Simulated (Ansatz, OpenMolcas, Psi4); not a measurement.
How methods differ on I2 (iodine)

I2: 2 atoms, total charge 0, spin state singlet. SMILES: `II`. The coordinates come from a PBE0-D4/def2-TZVP relaxation.

```xyz
2

I     0.0000    0.0000    0.0047
I     0.0000    0.0000    2.6604
```

Quantity: the atomisation enthalpy at 298 K, in kJ/mol. The values are calculated. The thermal term (zero-point and 298 K enthalpy, harmonic and unscaled) is that of PBE0-D4/def2-TZVP; the spin-orbit lowering of the free atoms at 298 K, 60.6 kJ/mol by their spectra, is taken off.

**What was measured.** Active Thermochemical Tables gives the atomisation enthalpy at 298 K of the gas as 151 kJ/mol.

```json
{"level": "HF/def2-TZVPP (core potential)", "kind": "Hartree–Fock", "program": "OpenMolcas", "value (kJ/mol)": "-1", "computed − measured": "-152"}
{"level": "SVWN5/def2-TZVPP (core potential)", "kind": "LDA", "program": "OpenMolcas", "value (kJ/mol)": "210", "computed − measured": "+59"}
{"level": "BLYP/def2-TZVPP (core potential)", "kind": "GGA", "program": "OpenMolcas", "value (kJ/mol)": "126", "computed − measured": "-25"}
{"level": "revPBE/def2-TZVPP (core potential)", "kind": "GGA", "program": "OpenMolcas", "value (kJ/mol)": "132", "computed − measured": "-19"}
{"level": "r2SCAN/def2-TZVPP (core potential)", "kind": "meta-GGA", "program": "OpenMolcas", "value (kJ/mol)": "134", "computed − measured": "-17"}
{"level": "B3LYP/def2-TZVPP (core potential)", "kind": "global hybrid", "program": "OpenMolcas", "value (kJ/mol)": "120", "computed − measured": "-31"}
{"level": "wB97M-V/def2-TZVPP (core potential)", "kind": "range-separated hybrid", "program": "Psi4", "value (kJ/mol)": "118", "computed − measured": "-33"}
{"level": "B2PLYP/def2-TZVPP (core potential, density fitting for correlation)", "kind": "double hybrid", "program": "Psi4", "value (kJ/mol)": "122", "computed − measured": "-29"}
{"level": "CCSD/def2-TZVPP (core potential)", "kind": "coupled cluster or CI", "program": "Psi4", "value (kJ/mol)": "99", "computed − measured": "-52"}
{"level": "FCI/STO-3G", "kind": "exact in the basis", "program": "Ansatz", "value (kJ/mol)": "123", "computed − measured": "-28"}
```

Nearest: r2SCAN/def2-TZVPP (core potential) (-17 kJ/mol); farthest: HF/def2-TZVPP (core potential) (-152 kJ/mol). Computed less measured by kind, in kJ/mol (def2-TZVPP rows): Hartree–Fock -152; LDA +59; GGA -25 to -19; meta-GGA -17; global hybrid -31; range-separated hybrid -33; double hybrid -29; coupled cluster or CI -52. In a finite basis correlated wave-function methods underbind, so their errors here aren't those of the basis-set limit. All-electron rows without a relativistic Hamiltonian named are non-relativistic, while core potentials hold scalar relativity, so basis and relativity change together. High-level rows in very small sets aren't better than simpler rows in larger ones. In the correlated wave-function rows the outer d shell of I is correlated, in sets not made for it.
